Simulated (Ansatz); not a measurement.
Total energies of `O=CB(O)[SiH3]`.

Cartesian coordinates in Å:
```
O -2.3199 -0.8164 1.0036
C -1.1108 -0.8421 0.9216
B -0.4070 0.1755 -0.1354
O -1.3034 0.9297 -0.7836
Si 1.5803 0.3380 -0.4783
H -0.5443 -1.5496 1.5623
H -2.1973 0.6956 -0.4706
H 2.1304 -0.9964 -0.8529
H 2.2625 0.7516 0.7817
H 1.9095 1.3141 -1.5485
```

The species carries charge 0 and has multiplicity 1. The geometry is a stationary point of PBE0-D4/def2-TZVP. It is one conformer, not always the lowest. Basis def2-TZVPP, Ansatz 0.2.0.

RPA on PBE orbitals: Hartree–Fock energy of these orbitals -504.17633 Eh, correlation -1.38988 Eh (frozen core).

```
             functional  energy without D4 (Eh)  D4 term (kJ/mol)
            LDA (SPW92)              -503.11699                 –
                    PBE              -505.61204             -18.1
                 revPBE              -505.88933             -56.0
                   BLYP              -505.96315             -39.9
                 r2SCAN              -505.87147              -4.5
                 B97M-V              -505.90606                 –
                   PBE0              -505.64612             -15.3
                  B3LYP              -506.04692             -29.1
                r2SCANh              -505.85690              -4.8
                r2SCAN0              -505.83636              -5.3
HSE06 (plane-wave form)              -505.62866             -14.2
                  BHLYP              -505.90467             -21.9
              CAM-B3LYP              -505.93614             -15.5
                LC-ωPBE              -505.78373                 –
                ωB97X-V              -505.90158                 –
                ωB97M-V              -505.91738                 –
                 B2PLYP              -505.73804                 –
               PBE-QIDH              -505.52705                 –
```

B3LYP takes the VWN-RPA correlation (the form of Gaussian; ORCA's B3LYP/G). HSE06 is the plane-wave form, built on full-range PBE exchange. The double hybrids freeze the cores in their second-order part.

LC-ωPBE has ω = 0.4 bohr⁻¹.
